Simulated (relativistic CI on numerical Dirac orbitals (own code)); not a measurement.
Calculated levels, Tb55+

Calculated at this level of theory: Dirac-Coulomb-Breit CI, separate exchange-only KLI orbitals for each configuration, model QED (radiative potential, 1s self-energy scaled to tabulated hydrogen-like ionisation energies), unscaled Slater integrals (own radial code, finite nucleus).

CI space (outside the closed core 1s2): 2s²2p⁶, 2s²2p⁵3s, 2s²2p⁵3p, 2s²2p⁵3d, 2s2p⁶3s, 2s2p⁶3p, 2s2p⁶3d, 2s²2p⁵4s, 2s²2p⁵4p, 2s²2p⁵4d, 2s²2p⁵4f, 2s²2p⁴3s², 2s2p⁶4s, 2s2p⁶4p, 2s²2p⁴3s3p, 2s2p⁶4d. Levels of other configurations are missing.

| No. | Configuration | Term | J | E (eV) | % | Landé g | jj configuration (%) |
| --- | --- | --- | --- | --- | --- | --- | --- |
| 1 | 2s²2p⁶ | ¹S | 0 | 0.00 | 100 |  | closed (100) |
| 2 | 2s²2p⁵3s | ³P° | 2 | 6307.27 | 100 | 1.477 | 2p3/2^3 3s (100) |
| 3 | 2s²2p⁵3s | ¹P° | 1 | 6314.42 | 66 | 1.140 | 2p3/2^3 3s (100) |
| 4 | 2s²2p⁵3p | ³P | 1 | 6429.18 | 49 | 1.501 | 2p3/2^3 3p1/2 (100) |
| 5 | 2s²2p⁵3p | ³D | 2 | 6431.33 | 50 | 1.143 | 2p3/2^3 3p1/2 (100) |
| 6 | 2s²2p⁵3p | ³D | 3 | 6635.76 | 100 | 1.315 | 2p3/2^3 3p3/2 (100) |
| 7 | 2s²2p⁵3p | ¹P | 1 | 6635.95 | 56 | 1.293 | 2p3/2^3 3p3/2 (100) |
| 8 | 2s²2p⁵3p | ³P | 2 | 6646.58 | 67 | 1.316 | 2p3/2^3 3p3/2 (100) |
| 9 | 2s²2p⁵3p | ¹S | 0 | 6694.10 | 60 |  | 2p3/2^3 3p3/2 (99) |
| 10 | 2s²2p⁵3d | ³P° | 0 | 6770.57 | 100 |  | 2p3/2^3 3d3/2 (100) |
| 11 | 2s²2p⁵3d | ³P° | 1 | 6778.81 | 69 | 1.179 | 2p3/2^3 3d3/2 (95) |
| 12 | 2s²2p⁵3d | ³F° | 3 | 6781.23 | 54 | 1.050 | 2p3/2^3 3d3/2 (100) |
| 13 | 2s²2p⁵3d | ³D° | 2 | 6787.38 | 55 | 1.068 | 2p3/2^3 3d3/2 (100) |
| 14 | 2s²2p⁵3d | ³F° | 4 | 6825.26 | 100 | 1.234 | 2p3/2^3 3d5/2 (100) |
| 15 | 2s²2p⁵3d | ¹D° | 2 | 6830.93 | 50 | 1.183 | 2p3/2^3 3d5/2 (99) |
| 16 | 2s²2p⁵3d | ³D° | 3 | 6839.66 | 70 | 1.222 | 2p3/2^3 3d5/2 (100) |
| 17 | 2s²2p⁵3d | ¹P° | 1 | 6865.43 | 63 | 0.972 | 2p3/2^3 3d5/2 (95) |
| 18 | 2s²2p⁵3s | ³P° | 0 | 7074.64 | 100 |  | 2p1/2 2p3/2^4 3s (100) |
| 19 | 2s²2p⁵3s | ³P° | 1 | 7077.96 | 66 | 1.305 | 2p1/2 2p3/2^4 3s (100) |
| 20 | 2s²2p⁵3p | ³D | 1 | 7194.45 | 74 | 0.642 | 2p1/2 2p3/2^4 3p1/2 (100) |
| 21 | 2s²2p⁵3p | ³P | 0 | 7234.80 | 60 |  | 2p1/2 2p3/2^4 3p1/2 (99) |
| 22 | 2s²2p⁵3p | ³P | 1 | 7401.21 | 48 | 1.510 | 2p1/2 2p3/2^4 3p3/2 (94) |
| 23 | 2s²2p⁵3p | ³D | 2 | 7407.08 | 50 | 1.150 | 2p1/2 2p3/2^4 3p3/2 (100) |
| 24 | 2s2p⁶3s | ³S | 1 | 7480.65 | 94 | 1.955 | 2s 3s (94) |
| 25 | 2s2p⁶3s | ¹S | 0 | 7503.29 | 100 |  | 2s 3s (100) |
| 26 | 2s²2p⁵3d | ³F° | 2 | 7547.67 | 74 | 0.751 | 2p1/2 2p3/2^4 3d3/2 (100) |
| 27 | 2s²2p⁵3d | ³D° | 1 | 7565.28 | 44 | 0.872 | 2p1/2 2p3/2^4 3d3/2 (89) |
| 28 | 2s²2p⁵3d | ³P° | 2 | 7597.26 | 46 | 1.279 | 2p1/2 2p3/2^4 3d5/2 (100) |
| 29 | 2s2p⁶3p | ³P° | 0 | 7599.97 | 100 |  | 2s 3p1/2 (100) |
| 30 | 2s²2p⁵3d | ³F° | 3 | 7600.57 | 44 | 1.097 | 2p1/2 2p3/2^4 3d5/2 (100) |
| 31 | 2s2p⁶3p | ³P° | 1 | 7605.13 | 62 | 1.273 | 2s 3p1/2 (89) |
| 32 | 2s2p⁶3p | ³P° | 2 | 7807.95 | 100 | 1.484 | 2s 3p3/2 (100) |
| 33 | 2s2p⁶3p | ¹P° | 1 | 7813.09 | 68 | 1.155 | 2s 3p3/2 (100) |
| 34 | 2s2p⁶3d | ³D | 1 | 7947.87 | 100 | 0.495 | 2s 3d3/2 (100) |
| 35 | 2s2p⁶3d | ³D | 2 | 7952.62 | 75 | 1.109 | 2s 3d3/2 (97) |
| 36 | 2s2p⁶3d | ³D | 3 | 7995.70 | 100 | 1.320 | 2s 3d5/2 (100) |
| 37 | 2s2p⁶3d | ¹D | 2 | 8009.73 | 75 | 1.035 | 2s 3d5/2 (97) |
| 38 | 2s²2p⁵4s | ³P° | 2 | 8744.07 | 100 | 1.479 | 2p3/2^3 4s (100) |
| 39 | 2s²2p⁵4s | ¹P° | 1 | 8746.49 | 66 | 1.136 | 2p3/2^3 4s (100) |
| 40 | 2s²2p⁵4p | ³P | 1 | 8794.59 | 50 | 1.495 | 2p3/2^3 4p1/2 (100) |
| 41 | 2s²2p⁵4p | ³D | 2 | 8795.23 | 50 | 1.144 | 2p3/2^3 4p1/2 (100) |
| 42 | 2s²2p⁵4p | ³D | 3 | 8879.23 | 100 | 1.318 | 2p3/2^3 4p3/2 (100) |
| 43 | 2s²2p⁵4p | ¹P | 1 | 8879.48 | 57 | 1.295 | 2p3/2^3 4p3/2 (100) |
| 44 | 2s²2p⁵4p | ³P | 2 | 8883.25 | 67 | 1.318 | 2p3/2^3 4p3/2 (100) |
| 45 | 2s²2p⁵4p | ¹S | 0 | 8899.63 | 65 |  | 2p3/2^3 4p3/2 (100) |
| 46 | 2s²2p⁵4d | ³P° | 0 | 8930.87 | 100 |  | 2p3/2^3 4d3/2 (100) |
| 47 | 2s²2p⁵4d | ³P° | 1 | 8933.86 | 67 | 1.163 | 2p3/2^3 4d3/2 (97) |
| 48 | 2s²2p⁵4d | ³F° | 3 | 8934.47 | 54 | 1.052 | 2p3/2^3 4d3/2 (100) |
| 49 | 2s²2p⁵4d | ³D° | 2 | 8936.72 | 55 | 1.067 | 2p3/2^3 4d3/2 (100) |
| 50 | 2s²2p⁵4d | ³F° | 4 | 8953.87 | 100 | 1.237 | 2p3/2^3 4d5/2 (100) |
| 51 | 2s²2p⁵4d | ¹D° | 2 | 8955.98 | 50 | 1.189 | 2p3/2^3 4d5/2 (100) |
| 52 | 2s²2p⁵4d | ³D° | 3 | 8959.06 | 71 | 1.226 | 2p3/2^3 4d5/2 (100) |
| 53 | 2s²2p⁵4d | ¹P° | 1 | 8968.33 | 64 | 0.998 | 2p3/2^3 4d5/2 (97) |
| 54 | 2s²2p⁵4f | ³D | 1 | 8984.50 | 100 | 0.510 | 2p3/2^3 4f5/2 (100) |
| 55 | 2s²2p⁵4f | ³G | 4 | 8985.02 | 53 | 1.019 | 2p3/2^3 4f5/2 (100) |
| 56 | 2s²2p⁵4f | ³D | 2 | 8986.56 | 50 | 0.924 | 2p3/2^3 4f5/2 (98) |
| 57 | 2s²2p⁵4f | ³F | 3 | 8987.58 | 51 | 0.989 | 2p3/2^3 4f5/2 (100) |
| 58 | 2s²2p⁵4f | ³G | 5 | 8994.12 | 100 | 1.189 | 2p3/2^3 4f7/2 (100) |
| 59 | 2s²2p⁵4f | ¹D | 2 | 8995.44 | 62 | 1.020 | 2p3/2^3 4f7/2 (98) |
| 60 | 2s²2p⁵4f | ¹F | 3 | 8996.15 | 45 | 1.133 | 2p3/2^3 4f7/2 (100) |
| 61 | 2s²2p⁵4f | ³F | 4 | 8997.04 | 72 | 1.174 | 2p3/2^3 4f7/2 (100) |
| 62 | 2s²2p⁵4s | ³P° | 0 | 9512.48 | 100 |  | 2p1/2 2p3/2^4 4s (100) |
| 63 | 2s²2p⁵4s | ³P° | 1 | 9513.43 | 66 | 1.311 | 2p1/2 2p3/2^4 4s (100) |
| 64 | 2s²2p⁵4p | ³D | 1 | 9562.12 | 74 | 0.644 | 2p1/2 2p3/2^4 4p1/2 (100) |
| 65 | 2s²2p⁵4p | ³P | 0 | 9575.26 | 65 |  | 2p1/2 2p3/2^4 4p1/2 (100) |
| 66 | 2s²2p⁵4p | ³P | 1 | 9648.39 | 50 | 1.500 | 2p1/2 2p3/2^4 4p3/2 (100) |
| 67 | 2s²2p⁵4p | ³D | 2 | 9649.05 | 50 | 1.154 | 2p1/2 2p3/2^4 4p3/2 (100) |
| 68 | 2s²2p⁵4d | ³F° | 2 | 9702.48 | 75 | 0.753 | 2p1/2 2p3/2^4 4d3/2 (100) |
| 69 | 2s²2p⁵4d | ³D° | 1 | 9710.19 | 49 | 0.834 | 2p1/2 2p3/2^4 4d3/2 (100) |
| 70 | 2s²2p⁵4d | ³P° | 2 | 9724.07 | 48 | 1.287 | 2p1/2 2p3/2^4 4d5/2 (100) |

Energies count from the lowest computed level; ° marks odd parity. Filled j subshells are mostly left out of the jj labels.

The mean weight of the leading LS term, summed over parents, in these 70 levels is 70 %, and that of the leading jj configuration (from the same eigenvectors) 99 %, so jj coupling describes them better and the LS labels are nominal.

At this charge energies of transitions that change n are usually good to better than 1 %, and those within a shell (Δn = 0) to a few per cent.

LS names give the leading component of a level, which can be under half, so a name can repeat, a term be missing and a line seem to break the LS rules.
